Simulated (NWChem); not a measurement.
System: CH3FO3Si; SMILES O=CO[Si@H](F)O

Here is an NWChem input.

```
start job
memory heap 200 mb stack 900 mb global 1100 mb
geometry units angstroms noautoz
  O     -0.375003    -1.882462     0.867975
  C      0.639653    -1.701353     0.230658
  O      0.948850    -0.582841    -0.441836
  Si    -0.063711     0.789542    -0.477489
  O     -1.623417     0.360706    -0.285057
  F      0.474044     1.737358     0.696889
  H      1.435079    -2.452163     0.129927
  H      0.154545     1.449871    -1.766540
  H     -1.720056    -0.416917     0.296775
end
basis spherical
  * library def2-tzvp
end
dft
  xc b3lyp
  iterations 150
  semidirect filesize 400000000
  mulliken
end
task dft energy
```

Excerpt of the output:

```
             Northwest Computational Chemistry Package (NWChem) 7.3.0
             --------------------------------------------------------

 C1  symmetry detected

                             Geometry "geometry" -> ""
                             -------------------------

 Output coordinates in angstroms (scale by  1.889725989 to convert to a.u.)

  No.       Tag          Charge          X              Y              Z
 ---- ---------------- ---------- -------------- -------------- --------------
    1 O                    8.0000    -0.45805800    -1.91139601     0.64475384
    2 C                    6.0000     0.52853049    -1.73034017    -0.03521834
    3 O                    8.0000     0.89224559    -0.56285963    -0.58623609
    4 Si                  14.0000     0.00142737     0.87769378    -0.38317262
    5 O                    8.0000    -1.57514075     0.55088905    -0.13569568
    6 F                    9.0000     0.68808425     1.62333940     0.85747812
    7 H                    1.0000     1.24883662    -2.52197762    -0.28226922
    8 H                    1.0000     0.19836975     1.67775322    -1.59413965
    9 H                    1.0000    -1.70350546    -0.28456941     0.35225593

 Effective nuclear repulsion energy (a.u.)     321.2471436872

                                 NWChem DFT Module
                                 -----------------

 Summary of "ao basis" -> "ao basis" (spherical)
 ------------------------------------------------------------------------------
       Tag                 Description            Shells   Functions and Types
 ---------------- ------------------------------  ------  ---------------------
 O                         def2-tzvp                11       31   5s3p2d1f
 C                         def2-tzvp                11       31   5s3p2d1f
 Si                        def2-tzvp                13       37   5s5p2d1f
 F                         def2-tzvp                11       31   5s3p2d1f
 H                         def2-tzvp                 4        6   3s1p

            General Information
            -------------------
          SCF calculation type: DFT
          Wavefunction type:  closed shell.
          No. of atoms     :     9
          No. of electrons :    56
           Alpha electrons :    28
            Beta electrons :    28
          Charge           :     0
          Spin multiplicity:     1
          Use of symmetry is: off; symmetry adaption is: off
          Maximum number of iterations: 150
          AO basis - number of functions:   210
                     number of shells:    80
          Convergence on energy requested:  1.00D-06
          Convergence on density requested:  1.00D-05
          Convergence on gradient requested:  5.00D-04

              XC Information
              --------------
                         B3LYP Method XC Potential
                     Hartree-Fock (Exact) Exchange  0.200
                        Slater Exchange Functional  0.800 local
                    Becke 1988 Exchange Functional  0.720 non-local
              Lee-Yang-Parr Correlation Functional  0.810
                  VWN I RPA Correlation Functional  0.190 local

             Grid Information
             ----------------
          Grid used for XC integration:  medium
          Radial quadrature: Mura-Knowles
          Angular quadrature: Lebedev.
          Tag              B.-S. Rad. Rad. Pts. Rad. Cut. Ang. Pts.
          ---              ---------- --------- --------- ---------
          O                   0.60       49          11.0       434
          C                   0.70       49          11.0       434
          Si                  1.10       88          11.0       590
          F                   0.50       49          11.0       434
          H                   0.35       45          12.0       434
          Grid pruning is: on
          Number of quadrature shells:   468
          Spatial weights used:  Erf1

      Superposition of Atomic Density Guess
      -------------------------------------

 Sum of atomic energies:        -651.77716641

      Non-variational initial energy
      ------------------------------

 Total energy =    -653.783552
 1-e energy   =   -1540.323028
 2-e energy   =     565.292332
 HOMO         =      -0.399186
 LUMO         =       0.011075

------------------------------------------------------------
EAF file 0: "./job.aoints.0" size=832569344 bytes
------------------------------------------------------------
               write      read    awrite     aread      wait
               -----      ----    ------     -----      ----
     calls:     1588         0         0         0         0
   data(b): 8.33e+08  0.00e+00  0.00e+00  0.00e+00
   time(s): 0.00e+00  0.00e+00  0.00e+00  0.00e+00  0.00e+00
rate(mb/s): 0.00e+00  0.00e+00
------------------------------------------------------------

     ---------------------------------------------
      Total Density - Mulliken Population Analysis
     ---------------------------------------------

    Atom       Charge   Shell Charges
 -----------   ------   -------------------------------------------------------
    1 O    8     8.77   0.79  1.18  0.61  0.95  0.30  2.00  2.10  0.80  0.00  0.02  0.00
    2 C    6     5.15   0.86  1.12  0.52  0.56  0.10  0.88  0.78  0.15  0.05  0.11  0.02
    3 O    8     8.58   0.79  1.18  0.59  0.96  0.22  1.95  2.15  0.71  0.00  0.02  0.00
    4 Si  14    12.70   2.00  0.59  1.39  0.74  0.30  4.10  1.74  0.46  0.73  0.17  0.22  0.18  0.09
    5 O    8     8.83   0.79  1.18  0.59  0.95  0.24  2.02  2.20  0.83  0.00  0.01  0.00
    6 F    9     9.51   0.77  1.20  0.61  1.01  0.31  2.37  2.36  0.87  0.00  0.01  0.00
    7 H    1     0.88   0.24  0.46  0.16  0.02
    8 H    1     1.03   0.22  0.52  0.28  0.01
    9 H    1     0.55   0.19  0.26  0.07  0.04

   convergence    iter        energy       DeltaE   RMS-Dens  Diis-err
 ---------------- ----- ----------------- --------- --------- ---------
 d= 0,ls=0.0,diis     1   -655.0926000387 -9.76D+02  6.43D-03  2.18D+00
 d= 0,ls=0.0,diis     2   -654.8007475792  2.92D-01  4.28D-03  5.48D+00
 d= 0,ls=0.0,diis     3   -655.2623539626 -4.62D-01  1.52D-03  3.01D-01
 d= 0,ls=0.0,diis     4   -655.2730834369 -1.07D-02  6.95D-04  1.88D-01
 d= 0,ls=0.0,diis     5   -655.2888587588 -1.58D-02  1.06D-04  1.38D-03
  Resetting Diis
 d= 0,ls=0.0,diis     6   -655.2889753897 -1.17D-04  2.76D-05  1.18D-04
 d= 0,ls=0.0,diis     7   -655.2889860832 -1.07D-05  1.54D-05  1.33D-05
 d= 0,ls=0.0,diis     8   -655.2889844325  1.65D-06  9.35D-06  3.51D-05
 d= 0,ls=0.0,diis     9   -655.2889870930 -2.66D-06  1.44D-06  4.71D-07
 d= 0,ls=0.0,diis    10   -655.2889871303 -3.74D-08  4.76D-07  6.33D-08

         Total DFT energy =     -655.288987130349
      One electron energy =    -1543.818314572069
           Coulomb energy =      631.180144172647
    Exchange-Corr. energy =      -63.897960418107
 Nuclear repulsion energy =      321.247143687180

 Numeric. integr. density =       55.999997857809

                       DFT Final Molecular Orbital Analysis
                       ------------------------------------

 Vector   26  Occ=2.000000D+00  E=-3.657090D-01
              MO Center= -4.3D-02, -7.5D-01, -4.5D-02, r^2= 3.1D+00
   Bfn.  Coefficient  Atom+Function         Bfn.  Coefficient  Atom+Function
  ----- ------------  ---------------      ----- ------------  ---------------
    70     -0.252962  3 O  pz                 8      0.235503  1 O  pz
    73     -0.213348  3 O  pz                11      0.193316  1 O  pz
     6      0.170568  1 O  px                76     -0.150846  3 O  pz
   138     -0.149521  5 O  pz                 9      0.138940  1 O  px
    14      0.130934  1 O  pz               141     -0.127102  5 O  pz

 Vector   27  Occ=2.000000D+00  E=-3.577779D-01
              MO Center= -9.4D-01,  2.2D-01, -1.0D-01, r^2= 2.4D+00
   Bfn.  Coefficient  Atom+Function         Bfn.  Coefficient  Atom+Function
  ----- ------------  ---------------      ----- ------------  ---------------
   138      0.333116  5 O  pz               141      0.277789  5 O  pz
   137      0.206612  5 O  py               144      0.201083  5 O  pz
    68     -0.174840  3 O  px               140      0.172325  5 O  py
    71     -0.147074  3 O  px               143      0.133333  5 O  py
     8      0.124111  1 O  pz                74     -0.110067  3 O  px

 Vector   28  Occ=2.000000D+00  E=-3.225541D-01
              MO Center= -1.9D-01, -1.6D+00,  3.4D-01, r^2= 2.1D+00
   Bfn.  Coefficient  Atom+Function         Bfn.  Coefficient  Atom+Function
  ----- ------------  ---------------      ----- ------------  ---------------
     7      0.411246  1 O  py                10      0.338696  1 O  py
    13      0.256692  1 O  py               194      0.139127  7 H  s
    69      0.121244  3 O  py               195      0.111652  7 H  s
     6     -0.109597  1 O  px                72      0.102085  3 O  py
   137      0.094919  5 O  py                70     -0.089932  3 O  pz

 Vector   29  Occ=0.000000D+00  E=-4.499806D-02
              MO Center=  3.5D-01, -1.6D+00,  3.2D-02, r^2= 2.1D+00
   Bfn.  Coefficient  Atom+Function         Bfn.  Coefficient  Atom+Function
  ----- ------------  ---------------      ----- ------------  ---------------
    45      0.395950  2 C  pz                42      0.329495  2 C  pz
    39      0.318310  2 C  pz                14     -0.307286  1 O  pz
    43      0.269055  2 C  px                 8     -0.233578  1 O  pz
    40      0.209123  2 C  px                37      0.201880  2 C  px
   113     -0.192729  4 Si pz                11     -0.184724  1 O  pz

[...]
```

Level: B3LYP/def2-TZVP. The geometry was optimised at B3LYP/6-31G* (spherical d). B3LYP is NWChem's, with the RPA form of VWN correlation.
